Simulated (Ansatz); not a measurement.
Geometry optimisation, RKS r2SCANh-D4/def2-SVP (Ansatz).

Input file:

```yaml
crystal:
  periodic: [false, false, false]
  atoms:
    - { symbol: Si, position_ang: [0.0, 0.0, 0.0] }
    - { symbol: H, position_ang: [0.0, 0.0, 1.81] }
    - { symbol: O, position_ang: [1.5842, 0.0, -0.5594] }
    - { symbol: H, position_ang: [1.9006, -0.9521, -0.6761] }
    - { symbol: H, position_ang: [-0.6877, 1.1914, -0.4862] }
    - { symbol: H, position_ang: [-0.6877, -1.1914, -0.4862] }
    - { symbol: Br, position_ang: [1.3688, 2.0643, 0.823] }
    - { symbol: H, position_ang: [0.5179, 0.781, 1.9196] }
basis:
  gaussian: { orbitals: def2-SVP }
hamiltonian:
  xc: r2scanh
  dispersion: d4
relax:
  f_tol: 0.15
  max_steps: 25
  restrain:
    - { distance: [0, 6], at: 3.51, k: 30.0 }
    - { distance: [7, 1], at: 1.86, k: 30.0 }
    - { distance: [0, 1], at: 1.46, k: 30.0 }
    - { distance: [7, 6], at: 1.55, k: 30.0 }
```

Run as:

```bash
$ ansatz run input.yaml --threads 2 --pin off --max-ram 3072MiB --backend cpu --events-out ev --progress --plain --runs-dir out
```

**Question.** Where does it end, and by what steps?

**Answer.** It converged. The restraints hold the end off the free minimum. After 7 steps the energy has fallen by 2.567 eV (the restraints' own energy left out); Br7 moved furthest, 0.82 Å. Parted: Si1–Br7 (2.61 → 3.52 Å).

| step | energy less start (eV) | largest force component (eV/Å) | accepted |
| --- | --- | --- | --- |
| 0 | 0.0000 | 4.168 | yes |
| 1 | -0.7971 | 2.834 | yes |
| 2 | -1.4131 | 4.510 | yes |
| 3 | -2.1119 | 2.731 | yes |
| 4 | -2.4703 | 1.464 | yes |
| 5 | -2.5033 | 1.366 | yes |
| 6 | -2.5314 | 1.594 | yes |
| 7 | -2.5674 | 1.346 | yes |

```xyz
8
Properties=species:S:1:pos:R:3
Si -0.079 -0.179 -0.056
H -0.105 -0.166 1.420
O 1.474 -0.214 -0.639
H 1.879 -1.078 -0.746
H -0.755 1.046 -0.539
H -0.833 -1.394 -0.490
Br 1.499 2.582 1.447
H 0.915 1.297 1.947
```

Run time: 26 s on 2 threads of Arm Neoverse V1, with other jobs on the host, peak memory 0.2 GiB.
